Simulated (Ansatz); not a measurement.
Abridged output of a molecular run in Ansatz:

```
Functional definition: HF
1438 factors; integrals over basis functions are off by at most 1.0e-3 eV
mean field evaluation 1: about -61131.3009 eV, gradient 4.4e1 eV
mean field evaluation 2: about -61131.4809 eV, gradient 4.4e1 eV
mean field evaluation 4: about -61135.4613 eV, gradient 3.8e0 eV
mean field evaluation 8: about -61135.5116 eV, gradient 2.6e-1 eV
mean field -61135.51179939 eV, -2246.6886194895 hartree, gradient 8.9e-7 eV, S^2 0.000000; 0 other end points of the search recorded, 0 dependent functions left out
12 core orbitals not correlated: weight in the atoms' cores, before any rotation towards them, 1.000 or more for the frozen orbitals, at most 0.000 for the correlated occupied ones
reference -61135.51179939 eV, -2246.6886194895 hartree; 18, 18 occupied and 209, 209 virtual orbitals, 1438 factors
second order -24.51338493 eV of doubles, -0.00000000 eV of singles
cycle   1  -24.51800378 eV  change   -4.6e-3 eV  update   1.0e-1
cycle   2  -25.16265371 eV  change   -6.4e-1 eV  update   3.0e-2
cycle   3  -25.27270274 eV  change   -1.1e-1 eV  update   1.4e-2
cycle   4  -25.26131059 eV  change    1.1e-2 eV  update   3.4e-3
cycle   5  -25.26046350 eV  change    8.5e-4 eV  update   1.7e-3
cycle   6  -25.26115285 eV  change   -6.9e-4 eV  update   4.9e-4
cycle   7  -25.26090839 eV  change    2.4e-4 eV  update   2.1e-4
cycle   8  -25.26084686 eV  change    6.2e-5 eV  update   7.1e-5
cycle   9  -25.26085864 eV  change   -1.2e-5 eV  update   2.6e-5
perturbative correction -0.94083353 eV, -0.0345749947 hartree
Total energy: -61161.71349157 eV, -2247.6515139167 hartree
```

Its atoms:

Z-matrix (Å, degrees):
```
Ge
C 1 1.972
N 1 1.860 2 99.6
H 1 1.538 2 113.1 3 -112.7
H 1 1.544 2 114.1 3 119.7
O 2 1.409 1 108.1 3 33.5
H 2 1.099 1 109.7 3 -88.7
H 2 1.092 1 111.2 3 152.7
H 3 1.011 1 114.7 2 97.4
H 3 1.010 1 114.5 2 -136.7
H 6 0.971 2 106.7 1 -31.8
```

(1) Which basis set was used?
A. def2-TZVPPD
B. def2-QZVPP
C. def2-SVPD
D. def2-TZVPP

(2) Write the keys of the input that set method, charge and spin (a neutral closed shell needs none for the last two).

Results:

(1) D. It gives 239 functions.

(2) 
```yaml
correlation: {method: ccsd_t}
```
